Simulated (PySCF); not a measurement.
C₄H₅N₂, SMILES [nH+]1cnccc1, charge +1.

Geometry optimised at TPSSh-D3(BJ)/def2-SVP. The isomer is the one that the SMILES or the coordinates give; other isomers of the formula were not compared.

Calculation: PBE/def2-TZVP in PySCF.

The molecule is in vacuum.

```
Quantity                                                          Result
------------------------------------------------  ----------------------
total energy                                          -264.44866 hartree
point group                                                           Cs
highest occupied level                                         -11.91 eV
lowest empty level                                              -8.55 eV
orbital gap                                                      3.36 eV
dipole moment about the centre of nuclear charge                  3.59 D
mean static polarisability                          51.5 bohr³ (7.63 Å³)
polarisability, principal values                  29.4, 61.2, 63.9 bohr³
```
